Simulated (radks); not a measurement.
The hafnium ion Hf+, 71 electrons, occupied as [Xe] 4f14 5d1 6s2. Calculated with a radial shooting solver on a logarithmic mesh with Libxc functionals: scalar-relativistic Kohn-Sham, r2SCAN, spin-polarised, spherical densities, finite nucleus; open shells are filled with parallel spins first (spin-orbit coupling, left out, can overturn this in heavy ions); meta-GGA in the generalised Kohn-Sham scheme; Fermi nuclear charge, rms radius 5.347 fm. Some entries of the table are withheld. Estimate them.

| orbital | occ. | eigenvalue (Ry) | <r^2> (bohr^2) | <1/r> (bohr^-1) |
|---|---|---|---|---|
| 1s down | 1 | -4804.153 | 0.0004953 | 83.78 |
| 1s up | 1 | -4804.152 | 0.0004953 | 83.78 |
| 2s up | 1 | -824.0255 | 0.007640 | 19.58 |
| 2s down | 1 | -824.0216 | 0.007640 | 19.58 |
| 2p up | 3 | -723.4694 | 0.006286 | 17.85 |
| 2p down | 3 | -723.4665 | 0.006286 | 17.85 |
| 3s down | 1 | -188.9875 | 0.04966 | 7.255 |
| 3s up | 1 | -188.9869 | 0.04966 | 7.255 |
| 3p down | 3 | -158.7995 | 0.05034 | 6.720 |
| 3p up | 3 | -158.7992 | 0.05034 | 6.721 |
| 3d up | 5 | -123.0085 | 0.04189 | 6.348 |
| 3d down | 5 | -123.0071 | 0.04189 | 6.348 |
| 4s up | 1 | -39.02086 | 0.2476 | 3.061 |
| 4s down | 1 | -39.01934 | 0.2476 | 3.061 |
| 4p up | 3 | -29.07422 | 0.2816 | 2.790 |
| 4p down | 3 | -29.07311 | 0.2816 | 2.790 |
| 4d up | 5 | -16.15355 | 0.3325 | 2.473 |
| 4d down | 5 | -16.15194 | 0.3325 | 2.473 |
| 5s up | 1 | -5.76029 | 1.453 | 1.169 |
| 5s down | 1 | -5.72902 | 1.442 | 1.173 |
| 5p up | 3 | (1) | (2) | 0.9789 |
| 5p down | 3 | (3) | (4) | 0.9848 |
| 4f up | 7 | -1.94941 | 0.5907 | 1.918 |
| 4f down | 7 | -1.94164 | 0.5836 | 1.922 |
| 6s up | 1 | -0.89657 | 10.80 | 0.4055 |
| 6s down | 1 | -0.85735 | 11.38 | 0.3930 |
| 5d up | 1 | -0.80815 | 5.503 | 0.6069 |
| 5d down | 0 | -0.74118 | 5.761 | 0.6011 |

Answer. 
(1) 5p up eigenvalue (Ry): -3.39806
(2) 5p up <r^2> (bohr^2): 2.021
(3) 5p down eigenvalue (Ry): -3.34950
(4) 5p down <r^2> (bohr^2): 1.999
